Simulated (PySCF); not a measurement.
# S⁺ (sulfur, charge +1) across methods

[Ne] 3s1 3p3 3d1, high-spin 6D determinant (an excited configuration). All numbers are calculated (PySCF 2.14, the non-relativistic Hamiltonian (point nucleus), in aug-cc-pwCVDZ (6s5p3d, 36 functions)).

```json
{"method": "B97-3", "E (hartree)": "-396.9038", "mean ε 3s α (eV)": "-34.410", "mean ε 3p α (eV)": "-22.148", "mean ε 3d α (eV)": "-6.816", "Σ⟨r²⟩ (bohr²)": "23.89", "⟨S²⟩": "8.750"}
{"method": "PBE0", "E (hartree)": "-396.8332", "mean ε 3s α (eV)": "-34.412", "mean ε 3p α (eV)": "-22.218", "mean ε 3d α (eV)": "-6.804", "Σ⟨r²⟩ (bohr²)": "23.77", "⟨S²⟩": "8.750"}
{"method": "revPBE", "E (hartree)": "-396.9018", "mean ε 3s α (eV)": "-31.605", "mean ε 3p α (eV)": "-20.419", "mean ε 3d α (eV)": "-5.775", "Σ⟨r²⟩ (bohr²)": "23.79", "⟨S²⟩": "8.750"}
{"method": "PBE", "E (hartree)": "-396.7924", "mean ε 3s α (eV)": "-31.615", "mean ε 3p α (eV)": "-20.444", "mean ε 3d α (eV)": "-5.770", "Σ⟨r²⟩ (bohr²)": "23.82", "⟨S²⟩": "8.750"}
{"method": "UHF", "E (hartree)": "-396.47103", "mean ε 3s α (eV)": "-42.193", "mean ε 3p α (eV)": "-26.996", "mean ε 3d α (eV)": "-9.549", "Σ⟨r²⟩ (bohr²)": "23.88", "⟨S²⟩": "8.750"}
{"method": "LDA", "E (hartree)": "-395.5678", "mean ε 3s α (eV)": "-31.529", "mean ε 3p α (eV)": "-20.466", "mean ε 3d α (eV)": "-5.702", "Σ⟨r²⟩ (bohr²)": "23.96", "⟨S²⟩": "8.750"}
{"method": "r2SCAN", "E (hartree)": "-396.9616", "mean ε 3s α (eV)": "-32.915", "mean ε 3p α (eV)": "-21.108", "mean ε 3d α (eV)": "-5.840", "Σ⟨r²⟩ (bohr²)": "23.80", "⟨S²⟩": "8.750"}
{"method": "BLYP", "E (hartree)": "-396.9470", "mean ε 3s α (eV)": "-31.203", "mean ε 3p α (eV)": "-20.035", "mean ε 3d α (eV)": "-5.442", "Σ⟨r²⟩ (bohr²)": "23.88", "⟨S²⟩": "8.750"}
{"method": "CAM-B3LYP", "E (hartree)": "-396.9529", "mean ε 3s α (eV)": "-35.786", "mean ε 3p α (eV)": "-23.458", "mean ε 3d α (eV)": "-7.851", "Σ⟨r²⟩ (bohr²)": "23.82", "⟨S²⟩": "8.750"}
```

The outer electron is Rydberg-like, and this basis confines it to a smaller radius and binds it less than a complete one would.
